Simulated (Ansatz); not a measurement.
tungsten atom (W), quintet (typed; the unrestricted solution is spin-contaminated) (core potentials on W); PBE0/def2-SV(P) (Ansatz, a program for electronic structure).

Input for Ansatz:
Ansatz 0.2 input:
```yaml
crystal:
  periodic: [false, false, false]
  atoms:
    - {symbol: W, position_ang: [0.00000000, 0.00000000, 0.00000000]}
basis:
  gaussian:
    orbitals: def2-SV_P_.json
hamiltonian:
  xc: pbe0
magnetization: {spin_polarized: true, initial_magnetization: 4}
```
The basis file holds def2-SV(P) in the JSON format of the Basis Set Exchange.

It wrote (shortened):

```
Functional definition: PBE0
134 factors; integrals over basis functions are off by at most 1.5e-4 eV
mean field evaluation 1: about -1820.2601 eV, gradient 4.5e0 eV
mean field evaluation 2: about -1820.3717 eV, gradient 2.2e0 eV
mean field evaluation 4: about -1820.4173 eV, gradient 1.5e-1 eV
mean field evaluation 8: about -1820.4201 eV, gradient 2.1e-3 eV
mean field evaluation 16: about -1820.5280 eV, gradient 1.0e0 eV
mean field evaluation 32: about -1818.8034 eV, gradient 7.4e0 eV
mean field evaluation 64: about -1820.5530 eV, gradient 5.2e-2 eV
mean field evaluation 96: about -1820.5525 eV, gradient 5.4e-2 eV
mean field -1820.55267499 eV, -66.9040767908 hartree, gradient 6.3e-6 eV, S^2 6.366356; 18 other end points of the search recorded, 0 dependent functions left out
reference -1820.55269296 eV, -66.9040774513 hartree; 9, 5 occupied and 16, 20 virtual orbitals, 134 factors
Total energy: -1820.55269296 eV, -66.9040774513 hartree
```
